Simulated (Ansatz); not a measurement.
Gas-phase electronic energies from Ansatz, PBE0-D4/def2-TZVP geometries. CCSD(T)/CBS adds triple-zeta CCSD(T) − MP2 to the extrapolated MP2 energy (def2 sets, frozen cores). DFT in def2-TZVPP. For Ga outer-core shells are correlated without core-valence functions, which leaves a few kJ/mol of doubt a bond. Scalar relativity is left out up to krypton. One conformer a species, not always the lowest.

Consider the substitution at a C–Ga bond: `C=[C](F)[GaH2]` + CH₃NH₂ → `C=C(F)NC` + `[GaH3]`.

```json
{"species": "`C=[C](F)[GaH2]`", "r2SCANh-D4 energy (Eh)": "-2103.21665"}
{"species": "CH₃NH₂", "r2SCANh-D4 energy (Eh)": "-95.83197"}
{"species": "`C=C(F)NC`", "r2SCANh-D4 energy (Eh)": "-272.45143"}
{"species": "`[GaH3]`", "r2SCANh-D4 energy (Eh)": "-1926.59506"}
```

(1) Work out ΔE.

(2) What do rigid-rotor, harmonic-oscillator terms from PBE0-D4/def2-TZVP frequencies (298.15 K, 1 bar) make of the CCSD(T)/CBS value? (Best estimate.)

Largest T1 diagnostic among the species: 0.013.

## Answers

(1) ΔE = (-272.45143) + (-1926.59506) − (-2103.21665) − (-95.83197) = 0.00213 Eh = +5.6 kJ/mol. CCSD(T)/CBS gives +24.6 kJ/mol.

(2) Ansatz gave: ΔZPE = -7.5 kJ/mol, ΔH = +16.6 kJ/mol, ΔS = -27 J/(mol·K), ΔG = +24.5 kJ/mol.

At CCSD(T), def2-SVP lies −24.6 kJ/mol from the extrapolated value and def2-TZVPP −4.9 kJ/mol. From BLYP to BHLYP (50 % exact exchange), in def2-TZVPP and without D4, ΔE moves by −8.2 kJ/mol.
